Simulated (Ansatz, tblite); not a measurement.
Isomers of Li₇Al₃⁺ (doublet), found by a short tight-binding search and relaxed with PBE0-D4/def2-SVP in Ansatz.

The xTB rows come from tblite.

Run but left out: HF/def2-SVP, HF/def2-TZVP, MP2/def2-SVP, MP2/def2-TZVP, CCSD/def2-SVP, CCSD(T)/def2-SVP (A: ⟨S²⟩ 1.81, where a pure state has 0.75).

A: At r2SCAN0-D4/def2-TZVP the charge 1 doublet is spin-contaminated (final ⟨S²⟩ up to 0.95, 0.75 for a pure state). B: At r2SCAN-D4/def2-TZVP, r2SCAN0-D4/def2-TZVP the charge 1 doublet is spin-contaminated (final ⟨S²⟩ up to 1.03, 0.75 for a pure state). C: At r2SCAN0-D4/def2-TZVP the charge 1 doublet is spin-contaminated (final ⟨S²⟩ up to 0.96, 0.75 for a pure state). D: At r2SCAN-D4/def2-TZVP, r2SCAN0-D4/def2-TZVP the charge 1 doublet is spin-contaminated (final ⟨S²⟩ up to 1.01, 0.75 for a pure state).

Other spin states weren't relaxed.

A:

```tsv
atom	x (Å)	y (Å)	z (Å)
Li1	2.8297	-0.8257	3.5253
Li2	-1.7901	0.3487	1.4053
Li3	-0.6853	-2.1322	-0.2414
Li4	2.7941	-0.7857	0.1607
Li5	-0.1245	0.8841	-3.1647
Li6	-3.5860	0.7903	-3.4652
Li7	1.5517	1.7850	1.7165
Al8	0.2440	0.4033	-0.3727
Al9	-2.0220	0.2533	-1.4361
Al10	0.7883	-0.7212	1.8723
```

B:

| atom | x (Å) | y (Å) | z (Å) |
| --- | --- | --- | --- |
| Li1 | 1.1337 | -1.1827 | -1.9036 |
| Li2 | -0.4372 | 0.0677 | 2.9012 |
| Li3 | -1.6492 | 2.2156 | -0.3178 |
| Li4 | 0.0216 | -2.7883 | 1.0049 |
| Li5 | 1.5493 | 2.0619 | 0.6220 |
| Li6 | -2.4558 | -1.0019 | 0.0628 |
| Li7 | 2.4945 | -0.8995 | 1.3126 |
| Al8 | 0.5934 | 1.6063 | -1.9087 |
| Al9 | -1.3587 | 0.1368 | -2.1820 |
| Al10 | 0.1081 | -0.2158 | 0.4086 |

C:

```xyz
10

Li   -1.0600   -1.7634    1.1430
Li    0.7327    2.7646    0.3920
Li    1.7421    0.3907    2.3266
Li   -2.0098    0.6240   -0.8430
Li   -0.2912   -3.3353   -3.7836
Li   -0.2324    2.8238    3.6161
Li    1.7929   -0.7892   -2.6650
Al    0.5418   -0.0169   -0.2137
Al   -0.7391    1.0461    1.7435
Al   -0.4770   -1.7442   -1.7159
```

D:

Cartesian coordinates in Å:
```
Li 0.403 -3.129 0.840
Li 2.617 -0.265 1.148
Li -2.710 -0.897 -0.045
Li -0.812 -0.993 3.021
Li 0.240 2.787 -2.595
Li -1.008 1.970 0.993
Li 1.097 -1.039 -1.878
Al -1.147 0.856 -1.399
Al 1.373 1.313 -0.670
Al -0.054 -0.603 0.585
```

Estimate which lies lowest at each level, and how far above it the others are (eV).


```tsv
level	A	B	C	D
GFN1-xTB	1.16	0.00	1.23	1.28
GFN2-xTB	0.02	0.43	0.00	0.15
LDA (SPW92)/def2-TZVP	0.27	0.54	0.29	0.00
PBE-D4/def2-SVP	0.28	0.48	0.26	0.00
PBE-D4/def2-TZVP	0.27	0.46	0.25	0.00
r2SCAN-D4/def2-TZVP	0.21	0.58	0.22	0.00
PBE0-D4/def2-SVP	0.27	0.51	0.25	0.00
PBE0-D4/def2-TZVP	0.25	0.48	0.24	0.00
r2SCAN0-D4/def2-TZVP	0.22	0.56	0.22	0.00
```
Point groups (tolerance 0.1 Å): A not assigned, B not assigned, C not assigned, D not assigned. A and C have the same bonds, so they are conformers or stereoisomers. Lower isomers may exist.
